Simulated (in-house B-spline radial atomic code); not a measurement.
Tc⁺. Computed with a B-spline radial atomic code. Model: non-relativistic spherical atom: semilocal Troullier-Martins pseudo-atom, one channel per l, against all electrons, high spin, G0W0 and RPA with empty states to l = 8, local potential for every l without a channel, a model core (radius 0 = none) keeps its share of the functional.

Without relativity these are model numbers for so heavy an element.

What the tables leave out is listed at the end.

The pseudopotential gives back the lowest level of each angular momentum of its own functional in the configuration it was made in; a second state of the same l is only approximately right. Exact exchange, RPA and GW see the smooth pseudo-orbitals and miss the exchange with the core, for which the functional's share stands in. The column with an uncorrelated core keeps all orbitals and exact exchange, and so separates missing core correlation from pseudisation. Only the three outermost levels and the lowest empty one were computed. RPA here is direct RPA, with no exchange kernel, and its energies carry an (l + 1/2)⁻⁴ tail. A hybrid on a potential with a model core restores only its own semilocal share of the core's exchange.

Command:
```bash
python run_psgw.py task.json out
```
Settings (lengths in bohr, energies in hartree):
```
Z                      43
electrons              42
configuration          [Kr] 4d5 5s1
generated_in           [Kr] 4d5 5s2
functional             pbe,pbe
core_shells            6
radius_factor          1
core_correction        True
ion_configuration      [Kr] 4d5
```

Cost of the run: 83 s on 1 thread of Arm Neoverse N1, on a shared host.

Given: made with PBE; model core radius 0.713 bohr; local radius 1.022 bohr; mean-field start PBE.

Valence shells of the generating configuration: 4s, 4p, 4d, 5s.

Channel: s 0.982, p 1.03, d 1.248 (radii in bohr).

Computed: largest level miss in the spin-unpolarised generating configuration 0.072 eV; valence RPA correlation energy all-electron orbitals -0.77986 hartree; valence RPA correlation energy pseudo -0.82075 hartree; pseudo-atom RPA polarisability 27.611 bohr³; ionisation by mean-field all-electron 15.029 eV; ionisation by mean-field pseudo minus all 0.155 eV; ionisation by RPA all-electron 15.265 eV.

```
          level  occupied  mean-field all-electron (eV)  mean-field pseudo minus all (eV)  G0W0 all-electron (eV)  G0W0 uncorrelated core minus all (eV)  G0W0 pseudo minus all (eV)  exchange self-energy all-electron (eV)  exchange self-energy pseudo (eV)
          5s up         1                       -11.676                            -0.126                 -15.321                                   0.04                      -0.133                                 -11.895                           -11.166
4d down (empty)         0                       -11.884                             -0.02                 -7.8589                                  0.106                      -0.094                                 -10.628                           -7.6204
```

(1) What is the all-electron RPA polarisability, core included?

(2) What is the ionisation by RPA pseudo minus all?

Given: mean-field start PBE0.

Computed: valence RPA correlation energy pseudo -0.77269 hartree; all-electron RPA polarisability, core included 24.718 bohr³; ionisation by mean-field all-electron 14.757 eV; ionisation by mean-field pseudo minus all 0.072 eV; ionisation by RPA all-electron 15.122 eV; ionisation by RPA pseudo minus all 0.03 eV.

```json
{"level": "5s up", "occupied": "1", "mean-field all-electron (eV)": "-12.323", "mean-field pseudo minus all (eV)": "-0.062", "G0W0 all-electron (eV)": "-15.227", "G0W0 uncorrelated core minus all (eV)": "0.04", "G0W0 pseudo minus all (eV)": "-0.053", "exchange self-energy all-electron (eV)": "-11.742", "exchange self-energy pseudo (eV)": "-10.958"}
{"level": "4d up", "occupied": "?", "mean-field all-electron (eV)": "?", "mean-field pseudo minus all (eV)": "?", "G0W0 all-electron (eV)": "?", "G0W0 uncorrelated core minus all (eV)": "?", "G0W0 pseudo minus all (eV)": "?", "exchange self-energy all-electron (eV)": "?", "exchange self-energy pseudo (eV)": "?"}
{"level": "4p down", "occupied": "1", "mean-field all-electron (eV)": "-51.962", "mean-field pseudo minus all (eV)": "0.194", "G0W0 all-electron (eV)": "-56.068", "G0W0 uncorrelated core minus all (eV)": "0.242", "G0W0 pseudo minus all (eV)": "0.225", "exchange self-energy all-electron (eV)": "-36.939", "exchange self-energy pseudo (eV)": "-30.256"}
{"level": "4d down (empty)", "occupied": "0", "mean-field all-electron (eV)": "-9.9951", "mean-field pseudo minus all (eV)": "-0.095", "G0W0 all-electron (eV)": "-7.3069", "G0W0 uncorrelated core minus all (eV)": "0.105", "G0W0 pseudo minus all (eV)": "-0.137", "exchange self-energy all-electron (eV)": "-10.018", "exchange self-energy pseudo (eV)": "-7.2871"}
```

(3) What belongs in the row 4d up?

(4) What is the valence RPA correlation energy all-electron orbitals?

(5) What is the pseudo-atom RPA polarisability?

Answers

(1) 28.242 bohr³.

(2) 0.105 eV.

(3) occupied: 1; mean-field all-electron (eV): -17.485; mean-field pseudo minus all (eV): -0.126; G0W0 all-electron (eV): -21.345; G0W0 uncorrelated core minus all (eV): 0.097; G0W0 pseudo minus all (eV): -0.224; exchange self-energy all-electron (eV): -29.916; exchange self-energy pseudo (eV): -27.018.

(4) -0.7353 hartree.

(5) 24.479 bohr³.

Among the listed levels the largest G0W0 shift of the pseudo-atom is +0.23 eV, for 4p down on the PBE0 start, while leaving the core uncorrelated moves that level by +0.24 eV. The rest, -0.02 eV, comes from pseudisation and the lost core exchange. Not in the tables (levels of low weight, unsolved or above zero; the highest and the empty levels are kept at any weight): on PBE the G0W0 levels 4d up (pseudo minus all -0.21 eV, weights 0.53 and 0.41), 4p down (pseudo minus all +0.04 eV, weights 0.71 and 0.70); no Hartree-Fock pseudo-atom is run with a model core.
